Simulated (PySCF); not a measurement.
# `C=[C]([AlH2-][NH3+])[SiH2]C`, C₃H₁₂AlNSi

Geometry (Å), atoms numbered from 1 in this order:
```xyz
18

C     0.1327   -2.4309   -0.4362
C    -0.0520   -1.2089    0.0855
Al    1.7823   -0.5762    0.6149
N     1.7317    1.3990    0.0374
Si   -1.8120   -0.5462    0.2497
C    -1.8507    1.2381   -0.4320
H     1.1384   -2.8383   -0.5453
H    -0.6572   -3.0841   -0.7909
H     2.9702   -1.1107   -0.2506
H     2.1080   -0.2335    2.1122
H     2.5660    1.8835    0.3591
H     1.6285    1.5598   -0.9616
H     0.9253    1.8052    0.5080
H    -2.2349   -0.4980    1.6586
H    -2.7864   -1.3452   -0.5104
H    -1.3789    1.9375    0.2540
H    -1.3466    1.3149   -1.3919
H    -2.8734    1.5737   -0.5723
```

Computed, not measured: GIAO B3LYP/pcSseg-1 magnetisability, rotational g tensor and spin-rotation constants, non-relativistic, gas phase in PySCF 2.14.0. Geometry: GFN2-xTB.

(1) How diamagnetic is it, and how anisotropic?

(2) Split it along the inertial axes a, b, c into diamagnetic and paramagnetic parts about the centre of mass, with the quadrupole moment.

(3) And the rotational g tensor?

Answers

(1) Isotropic -1228 × 10⁻³⁰ J/T², or -73.9 × 10⁻⁶ cm³/mol; principal values -1343, -1171, -1169 × 10⁻³⁰ J/T², anisotropy 173 × 10⁻³⁰ J/T² (root of half the summed squared differences of the principal values). The susceptibility is in cgs units.

(2) 
| axis | χ (10⁻⁶ cm³/mol) | diamagnetic (10⁻⁶ cm³/mol) | paramagnetic (10⁻⁶ cm³/mol) | summed x² of all electrons (Å²) | quadrupole Θ (D Å) |
| --- | --- | --- | --- | --- | --- |
| a | -70.5 | -628.5 | 558.0 | 193.1 | -6.74 |
| b | -72.7 | -947.1 | 874.5 | 118.0 | +13.08 |
| c | -78.7 | -1320.2 | 1241.5 | 30.1 | -6.34 |

Anisotropies 2χaa − χbb − χcc = +10.4 and 2χbb − χaa − χcc = +3.9 × 10⁻⁶ cm³/mol. Θ is traceless in Buckingham's convention.

(3) 
```tsv
axis	rotational constant (GHz)	g	nuclear part	electronic part
a	2.5211	-0.0282	0.6327	-0.6609
b	1.4947	-0.0234	0.5907	-0.6140
c	1.0285	-0.0077	0.5922	-0.5999
```
Asymmetric top; isotopes 27Al, 12C, 1H, 14N, 28Si; no vibrational averaging.
